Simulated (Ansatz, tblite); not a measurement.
Spin states of Al2Cu6 (the lowest singlet isomer of a short search), each relaxed with r2SCAN-D4/def2-SVP in Ansatz. Electronic energies in the gas phase.

The xTB rows come from tblite. The structure comes from a short search, and lower isomers may exist.

Singlet geometry:

```xyz
8

Al   -0.899   -1.049    0.545
Al   -0.454    0.795   -1.851
Cu   -0.876    0.436    2.381
Cu    1.163   -0.867   -0.721
Cu    1.052   -0.513   -3.023
Cu   -1.657    1.199    0.205
Cu    1.042   -0.997    1.847
Cu    0.628    0.996    0.617
```

Triplet geometry:

```xyz
8

Al   -0.8276   -0.8832    0.9731
Al   -0.5859    0.8129   -1.6912
Cu    0.1381    0.7894    2.4112
Cu    0.7224   -1.0934   -0.9315
Cu   -0.6316   -1.1691   -2.8737
Cu   -1.3268    1.4183    0.5500
Cu    1.5360   -0.8984    1.3940
Cu    0.9753    1.0235    0.1680
```

Quintet geometry:

```xyz
8

Al    0.7975    0.8854   -0.3973
Al   -1.7331    0.5724    0.8414
Cu    0.6220   -0.7947   -2.0828
Cu    0.4918   -0.3068    1.7433
Cu    0.0445    1.9893    1.6053
Cu   -1.4397    0.3165   -1.5610
Cu    1.7993   -1.3009   -0.0350
Cu   -0.5823   -1.3612   -0.1138
```

⟨S²⟩: triplet 2.02 at PBE0-D4/def2-SVP (pure 2.00), quintet 6.03 at PBE0-D4/def2-SVP (pure 6.00).

Run but left out: HF/STO-3G (singlet: restricted singlet, unstable in another Hartree–Fock run and untested here); HF/def2-SVP, MP2/def2-SVP (singlet: restricted singlet, unstable towards broken spin symmetry).

Only these spin states were relaxed. The quintet has other bonds than the singlet, so the gap mixes isomer and spin.

```tsv
level	triplet − singlet (kcal/mol)	quintet − singlet (kcal/mol)	lowest of these	remarks
GFN1-xTB	35.8	69.9	singlet	–
GFN2-xTB	19.1	50.9	singlet	–
PBE-D4/def2-SVP	11.8	25.5	singlet	–
PBE0-D4/def2-SVP	10.8	24.2	singlet	restricted SCF unstable in HF (singlet)
```

The xTB methods have no term that favours high spin, so they put low spin too low.
